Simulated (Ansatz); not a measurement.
`C[SiH](C)[GeH3]` and `C[SiH](Cl)[GeH3]` differ in one atom or group.

Ansatz, PBE0-D4/def2-TZVP geometries, multiplicity 1. 

Scalar relativity is left out up to krypton.

| property | `C[SiH](C)[GeH3]` |
| --- | --- |
| size of the dipole moment (PBE/def2-TZVPP) / D | 1.34 |
| HOMO energy (PBE/def2-TZVPP) / eV | -6.58 |
| HOMO energy (PBE0/def2-TZVPP) / eV | -7.68 |
| HOMO–LUMO gap (ωB97M-V/def2-TZVPP) / eV | 11.82 |
| HOMO energy (B3LYP/def2-TZVPP) / eV | -7.49 |
| LUMO energy (B3LYP/def2-TZVPP) / eV | 0.31 |

Q: Give the same properties after the change, and the shifts. (An estimate is asked.)

A: The calculation gave: 
```tsv
property	`C[SiH](Cl)[GeH3]`	shift
size of the dipole moment (PBE/def2-TZVPP) / D	1.69	0.35
HOMO energy (PBE/def2-TZVPP) / eV	-6.75	-0.17
HOMO energy (PBE0/def2-TZVPP) / eV	-7.90	-0.22
HOMO–LUMO gap (ωB97M-V/def2-TZVPP) / eV	11.73	-0.09
HOMO energy (B3LYP/def2-TZVPP) / eV	-7.70	-0.21
LUMO energy (B3LYP/def2-TZVPP) / eV	-0.22	-0.53
```

With PBE0 the HOMO falls by 0.22 eV and the LUMO falls by 0.59 eV, so the gap narrows by about 0.37 eV. PBE moves the HOMO by -0.17 eV and ωB97M-V by -0.22 eV. Dipoles are sizes alone; their direction can turn.

B3LYP here is the variant with VWN-RPA as its local correlation; programs differ in this.
